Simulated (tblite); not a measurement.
Record of a relaxation.

Species: C6H4BF2S (doublet state).
SMILES with atom numbers: `[F:1][B:2]([F:3])[C:4]#[C:5][C:6]1=[CH:7][CH2:8][CH:9][S:10]1` (hydrogens: H11 on C7; H12, H13 on C8; H14 on C9)
Bond orders are those of one Lewis drawing.

Computed with GFN2-xTB (tblite), gas phase: L-BFGS steps from a force-field or distance-geometry start until the largest atomic force falls under 0.01 eV/Å. 9 of its 64 geometries are shown.

Step 0: E = -782.4715 eV, largest atomic force 3.663 eV/Å
```
atom  x, y, z in Å  |  force x, y, z in eV/Å
F1      4.590   -1.384    0.017   -1.283   3.351  -0.735
B2      3.958   -0.099   -0.260    1.893  -0.305  -0.257
F3      4.783    1.016   -0.655   -1.738  -2.941   1.023
C4      2.439    0.051   -0.171    1.635  -0.138  -0.056
C5      1.240    0.157   -0.087   -1.807   0.493   0.106
C6     -0.192    0.296   -0.015    2.597   0.929  -0.453
C7     -0.980   -0.710    0.288   -0.851  -1.383   0.501
C8     -2.425   -0.394    0.264   -0.381  -0.054  -0.733
C9     -2.568    0.905   -0.511    0.409   1.002   1.873
S10    -1.011    1.831   -0.378   -1.126  -1.213  -0.369
H11    -0.611   -1.697    0.552   -0.118   0.253  -0.100
H12    -2.808   -0.281    1.302    0.014  -0.163  -0.387
H13    -2.998   -1.204   -0.244    0.200   0.433   0.425
H14    -3.418    1.512   -0.133    0.557  -0.263  -0.835
```

Step 8: E = -783.4247 eV, largest atomic force 0.303 eV/Å
```
atom  x, y, z in Å  |  force x, y, z in eV/Å
F1      4.566   -1.231   -0.019   -0.124  -0.147   0.041
B2      3.934   -0.101   -0.267    0.035   0.000   0.047
F3      4.747    0.877   -0.610   -0.028   0.202  -0.062
C4      2.436    0.060   -0.164    0.262   0.031  -0.017
C5      1.237    0.215   -0.094    0.235  -0.090  -0.064
C6     -0.150    0.281   -0.039   -0.106  -0.118   0.017
C7     -0.966   -0.736    0.288   -0.176  -0.005   0.062
C8     -2.413   -0.401    0.274   -0.160   0.213   0.100
C9     -2.522    0.959   -0.332    0.102   0.057   0.086
S10    -1.006    1.762   -0.443   -0.284   0.043  -0.097
H11    -0.618   -1.717    0.559    0.046   0.005   0.015
H12    -2.821   -0.355    1.299    0.036  -0.239   0.112
H13    -3.007   -1.165   -0.244   -0.001   0.085  -0.117
H14    -3.417    1.551   -0.241    0.164  -0.037  -0.123
```

Step 16: E = -783.4760 eV, largest atomic force 0.099 eV/Å
```
atom  x, y, z in Å  |  force x, y, z in eV/Å
F1      4.538   -1.237   -0.014    0.025   0.027   0.004
B2      3.944   -0.084   -0.261   -0.024   0.013  -0.012
F3      4.752    0.897   -0.615    0.046  -0.008   0.011
C4      2.452    0.087   -0.163    0.009   0.001  -0.029
C5      1.244    0.187   -0.120    0.041  -0.018  -0.021
C6     -0.146    0.260   -0.061   -0.016  -0.071   0.004
C7     -0.977   -0.734    0.306   -0.064  -0.058   0.006
C8     -2.425   -0.393    0.316   -0.046   0.069  -0.011
C9     -2.506    0.995   -0.213    0.036   0.055   0.025
S10    -0.999    1.734   -0.500   -0.040   0.090  -0.013
H11    -0.627   -1.714    0.577    0.017  -0.041   0.066
H12    -2.832   -0.471    1.341   -0.015   0.009  -0.031
H13    -3.018   -1.097   -0.287    0.021  -0.004  -0.023
H14    -3.401    1.569   -0.337    0.010  -0.064   0.024
```

Step 24: E = -783.4818 eV, largest atomic force 0.048 eV/Å
```
atom  x, y, z in Å  |  force x, y, z in eV/Å
F1      4.541   -1.225   -0.008    0.000   0.013   0.007
B2      3.950   -0.072   -0.268   -0.010   0.000  -0.010
F3      4.772    0.902   -0.609   -0.011   0.010   0.007
C4      2.455    0.095   -0.189    0.007  -0.007  -0.025
C5      1.245    0.168   -0.138    0.010  -0.027  -0.005
C6     -0.147    0.237   -0.070    0.002   0.010   0.023
C7     -0.986   -0.744    0.315    0.009   0.002   0.040
C8     -2.431   -0.386    0.320    0.002   0.002  -0.002
C9     -2.497    1.017   -0.163    0.031  -0.012  -0.022
S10    -0.990    1.724   -0.507    0.000   0.042  -0.024
H11    -0.642   -1.717    0.616   -0.008  -0.029   0.009
H12    -2.855   -0.487    1.334   -0.016  -0.029  -0.006
H13    -3.016   -1.068   -0.316   -0.013  -0.020  -0.002
H14    -3.401    1.556   -0.349   -0.004   0.044   0.011
```

Step 32: E = -783.4843 eV, largest atomic force 0.024 eV/Å
```
atom  x, y, z in Å  |  force x, y, z in eV/Å
F1      4.548   -1.212    0.001    0.002   0.002  -0.004
B2      3.952   -0.067   -0.280    0.000   0.003   0.005
F3      4.772    0.915   -0.601   -0.012   0.013  -0.009
C4      2.455    0.087   -0.223    0.002  -0.009   0.014
C5      1.246    0.153   -0.144   -0.002  -0.020   0.014
C6     -0.145    0.227   -0.059   -0.008  -0.001  -0.019
C7     -0.990   -0.745    0.334    0.004  -0.006  -0.007
C8     -2.435   -0.385    0.318    0.003  -0.010  -0.001
C9     -2.491    1.017   -0.172    0.007  -0.005   0.012
S10    -0.979    1.717   -0.508   -0.005   0.009  -0.007
H11    -0.656   -1.721    0.640    0.004  -0.005   0.009
H12    -2.880   -0.494    1.321   -0.002   0.021   0.004
H13    -3.009   -1.069   -0.329    0.002  -0.009  -0.016
H14    -3.389    1.575   -0.330    0.004   0.018   0.005
```

Step 39: E = -783.4850 eV, largest atomic force 0.033 eV/Å
```
atom  x, y, z in Å  |  force x, y, z in eV/Å
F1      4.555   -1.203    0.000    0.022  -0.008   0.000
B2      3.950   -0.063   -0.280    0.015  -0.006   0.002
F3      4.761    0.925   -0.605    0.004   0.016  -0.010
C4      2.454    0.080   -0.222    0.005  -0.002   0.015
C5      1.245    0.140   -0.143   -0.027   0.000  -0.004
C6     -0.145    0.218   -0.063   -0.030   0.011   0.008
C7     -0.993   -0.749    0.338   -0.004   0.004  -0.005
C8     -2.438   -0.385    0.316    0.019   0.002   0.001
C9     -2.487    1.019   -0.169    0.021  -0.013  -0.006
S10    -0.973    1.711   -0.515    0.018  -0.027  -0.001
H11    -0.659   -1.723    0.652   -0.018   0.010  -0.005
H12    -2.889   -0.491    1.316    0.000  -0.004  -0.014
H13    -3.005   -1.069   -0.338   -0.008   0.021   0.011
H14    -3.378    1.591   -0.320   -0.017  -0.006   0.008
```

Step 47: E = -783.4859 eV, largest atomic force 0.019 eV/Å
```
atom  x, y, z in Å  |  force x, y, z in eV/Å
F1      4.581   -1.189   -0.005    0.010  -0.001   0.003
B2      3.953   -0.059   -0.278    0.009   0.001   0.000
F3      4.742    0.942   -0.616    0.005   0.008  -0.005
C4      2.455    0.065   -0.205    0.003  -0.004  -0.005
C5      1.245    0.123   -0.139   -0.004  -0.004   0.008
C6     -0.145    0.205   -0.065   -0.006  -0.004   0.002
C7     -0.999   -0.755    0.339   -0.002   0.000   0.009
C8     -2.441   -0.383    0.312    0.002   0.003  -0.007
C9     -2.480    1.021   -0.174   -0.008   0.006   0.007
S10    -0.962    1.700   -0.530   -0.002  -0.010   0.009
H11    -0.673   -1.727    0.664   -0.002  -0.005  -0.007
H12    -2.901   -0.487    1.309    0.011   0.004  -0.011
H13    -3.010   -1.060   -0.347   -0.007  -0.004   0.010
H14    -3.368    1.603   -0.297   -0.008   0.012  -0.012
```

Step 55: E = -783.4863 eV, largest atomic force 0.026 eV/Å
```
atom  x, y, z in Å  |  force x, y, z in eV/Å
F1      4.598   -1.179   -0.004   -0.007   0.011   0.001
B2      3.957   -0.057   -0.279   -0.011   0.004  -0.001
F3      4.737    0.951   -0.624   -0.011  -0.006   0.001
C4      2.457    0.056   -0.203   -0.005  -0.003  -0.002
C5      1.247    0.114   -0.134    0.005   0.004   0.006
C6     -0.144    0.200   -0.059    0.009  -0.014  -0.020
C7     -1.004   -0.758    0.338    0.004   0.003   0.018
C8     -2.444   -0.381    0.310   -0.004   0.005   0.002
C9     -2.479    1.024   -0.172   -0.002   0.004  -0.010
S10    -0.958    1.696   -0.528    0.002   0.006   0.013
H11    -0.683   -1.733    0.661    0.003  -0.011  -0.006
H12    -2.901   -0.483    1.308    0.000  -0.002   0.004
H13    -3.017   -1.058   -0.345   -0.002   0.009  -0.001
H14    -3.365    1.609   -0.302    0.017  -0.010  -0.006
```

Step 63: E = -783.4869 eV, largest atomic force 0.009 eV/Å
```
atom  x, y, z in Å  |  force x, y, z in eV/Å
F1      4.620   -1.158    0.001   -0.004   0.004   0.000
B2      3.958   -0.051   -0.281   -0.003   0.002   0.000
F3      4.717    0.969   -0.638   -0.002  -0.004  -0.001
C4      2.457    0.040   -0.200    0.000   0.002   0.000
C5      1.247    0.094   -0.128    0.004   0.000   0.000
C6     -0.143    0.184   -0.055    0.007  -0.003   0.005
C7     -1.011   -0.768    0.339    0.001  -0.004  -0.002
C8     -2.448   -0.376    0.312   -0.003   0.002  -0.001
C9     -2.469    1.028   -0.173   -0.005   0.004  -0.003
S10    -0.941    1.691   -0.513   -0.001  -0.001  -0.002
H11    -0.700   -1.748    0.654    0.005  -0.005   0.001
H12    -2.906   -0.474    1.310    0.002   0.000   0.004
H13    -3.029   -1.047   -0.343   -0.002   0.002  -0.004
H14    -3.351    1.616   -0.317    0.001   0.001   0.001
```

Question: Summarise the path.

Answer: The energy falls by 97.96 kJ/mol from step 0 to step 63; nine tenths of that is first reached at step 6. It falls at every step. The largest force goes from 3.663 to 0.009 eV/Å. Among the bonds F1–B2 changes most, from 1.458 to 1.321 Å; the atoms move by 0.175 Å rms after alignment.

The cost below is that of the whole relaxation. Time: 0.49 s wall. Hardware: Arm Neoverse V1, one thread, shared host with 32 logical CPUs at a one-minute load of 28.
